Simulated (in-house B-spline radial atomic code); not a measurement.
## Binding energies in Sc III (Sc2+)

NIST's tabulated ground configuration is [Ar] 3d1; each binding energy is the energy of the ion with one electron taken from that subshell, relaxed, less that of the parent. Computed with an all-electron radial atomic-structure program (B-spline basis): Dirac-Hartree-Fock, average of configuration, Fermi nucleus of rms radius 3.5459 fm. Energies include first-order Breit, QED and recoil terms.

```
subshell  X-ray name  binding energy (eV)  -ε (eV)  relaxation (eV)
      2s          L1                527.8    539.5             11.3
   2p1/2          L2                432.4    445.4             12.6
   2p3/2          L3                427.9    440.6             12.5
      3s          M1                83.51    85.53             1.97
   3p1/2          M2                56.56    58.38             1.79
   3p3/2          M3                56.06    57.83             1.76
      3d        M4,5                23.74    24.45             0.72
```

Relaxation = -ε minus the binding energy without Breit, QED and recoil terms.

Emission lines follow as differences of binding energies, with λ = 12398.42 eV·Å / E:

```tsv
line	holes	energy (eV)	wavelength (Å)
L1-M3	2s → 3p3/2	471.7	26.282
L3-M1	2p3/2 → 3s	344.4	36.001
```

(1) What does it cost to remove both a 2p1/2 and a 3s electron?

(2) What does it cost to remove both a 2s and a 3p1/2 electron?

## Answers

(1) 538.78 eV, which is 22.85 eV more than the two single binding energies together.

(2) 606.11 eV, which is 21.75 eV more than the two single binding energies together.
